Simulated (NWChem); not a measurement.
System: C4H8O; SMILES CC1(O)CC1

Input file for NWChem:

```
start job
memory heap 200 mb stack 900 mb global 1100 mb
geometry units angstroms noautosym nocenter noautoz
  C      1.120695     1.141796    -0.024228
  C     -0.029727     0.157747    -0.008527
  O     -1.304233     0.760330    -0.070566
  C      0.079574    -1.137982     0.761592
  C      0.057872    -1.136140    -0.758405
  H      1.064562     1.780398    -0.913172
  H      2.087518     0.626817    -0.027579
  H      1.094102     1.790865     0.862045
  H     -1.442453     1.232282     0.767026
  H      1.012895    -1.372652     1.267902
  H     -0.815545    -1.488176     1.268022
  H     -0.851508    -1.476724    -1.244130
  H      0.975894    -1.366286    -1.292918
end
basis spherical
  * library pcsseg-1
end
dft
  xc pbe0
  iterations 150
end
property
  shielding
end
task dft property
```

The geometry was optimised at B3LYP/6-31G* (spherical d).

GIAO values for the isolated, static molecule; σ is the absolute isotropic shielding, δ = σ(reference) − σ with the isolated reference molecule computed at the same levels (13C: tetramethylsilane, 1H: tetramethylsilane).

Atoms are numbered as in the input.

Question: Give the results of this calculation. (PBE0/pcSseg-1, GIAO.) Quantities: δ C1 (ppm); δ C2 (ppm); δ C5 (ppm); δ H6 (rotor mean) (ppm); δ H9 (ppm); δ H11 (ppm); δ H13 (ppm).

Answer: 
```yaml
"δ C1 (ppm)": 26.3
"δ C2 (ppm)": 54.7
"δ C5 (ppm)": 16.7
"δ H6 (rotor mean) (ppm)": 1.34
"δ H9 (ppm)": 0.70
"δ H11 (ppm)": 0.50
"δ H13 (ppm)": 0.36
```
